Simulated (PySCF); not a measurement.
**BiI3 at several levels of theory**

Computed with PySCF 2.14.0 (density fitting, no spin-orbit coupling) at the geometry relaxed with r2SCAN:

```xyz
4
BiI3 (singlet)
Bi    0.0035    0.0000    0.8418
I     2.5169   -0.0006   -0.4596
I    -1.2594    2.1790   -0.4634
I    -1.2607   -2.1783   -0.4633
```

| level | basis | state | HOMO (eV) | gap (eV) | charge on Bi1 (e) | dipole about the centre of mass (D) | largest force component (eV/Å) |
| --- | --- | --- | --- | --- | --- | --- | --- |
| r2SCAN | Bi def2-SVP with ECP60, I def2-SVP with ECP28 | singlet | -6.76 | 2.99 | 0.56 | 2.83 | 0.07 |
| r2SCAN | Bi def2-TZVP with ECP60, I def2-TZVP with ECP28 | singlet | -6.79 | 3.09 | 0.70 | 2.60 | 0.32 |
| r2SCAN | Bi x2c-SVPall, I x2c-SVPall | singlet | -6.66 | 3.00 | 0.63 | 2.68 | 0.70 |

Charges are Mulliken's, which hang on the basis. The relaxation used the grid (50, 194), these runs (75, 302) or, all-electron (x2c bases, spin-free X2C Hamiltonian), (99, 590).

Task: Order these levels, in the first row's basis, by the HOMO–LUMO gap they give here, smallest first.
A. BP86
B. PBE0
C. B3LYP
D. M06-L

Result: A (2.62 eV), D (2.98 eV), C (3.90 eV), B (4.33 eV).

Task: And their other results?

Result: 
```json
{"level": "BP86", "state": "singlet", "HOMO (eV)": "-6.52", "gap (eV)": "2.62", "charge on Bi1 (e)": "0.49", "dipole about the centre of mass (D)": "2.61", "largest force component (eV/Å)": "0.22"}
{"level": "B3LYP", "state": "singlet", "HOMO (eV)": "-7.24", "gap (eV)": "3.90", "charge on Bi1 (e)": "0.56", "dipole about the centre of mass (D)": "2.82", "largest force component (eV/Å)": "0.22"}
{"level": "PBE0", "state": "singlet", "HOMO (eV)": "-7.56", "gap (eV)": "4.33", "charge on Bi1 (e)": "0.56", "dipole about the centre of mass (D)": "2.88", "largest force component (eV/Å)": "0.20"}
{"level": "M06-L", "state": "singlet", "HOMO (eV)": "-6.46", "gap (eV)": "2.98", "charge on Bi1 (e)": "0.59", "dipole about the centre of mass (D)": "2.76", "largest force component (eV/Å)": "0.38"}
```

In the first row's basis the gap widens with exact exchange: 2.6 to 3.0 eV for BP86, M06-L, r2SCAN (none); 3.9 to 4.3 eV for B3LYP, PBE0 (a fixed share).

No frequency check is given that shows the relaxed geometry to be a minimum.
